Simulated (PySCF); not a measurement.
B(H)(SMe)2 (C₂H₇BS₂), SMILES CSBSC.

Coordinates come from a B3LYP-D3(BJ)/def2-SVP optimisation. The structure was generated by enumeration, and PubChem lists no compound with its InChIKey, so it may never have been made. Other conformers were not sampled.

Vertical ionisation energy (IE) and electron affinity (EA) in eV. Rows of orbital energies are one-electron estimates. Where ΔSCF, EOM or ADC give a negative EA the extra electron is unbound and the value depends on the basis.

| level | IE | EA |
|---|---|---|
| −ε(HOMO), −ε(LUMO), CAM-B3LYP/def2-TZVP (PySCF) | 7.96 | -0.29 |
| −ε(HOMO), −ε(LUMO), PBE/def2-TZVP (PySCF) | 5.60 | 1.63 |
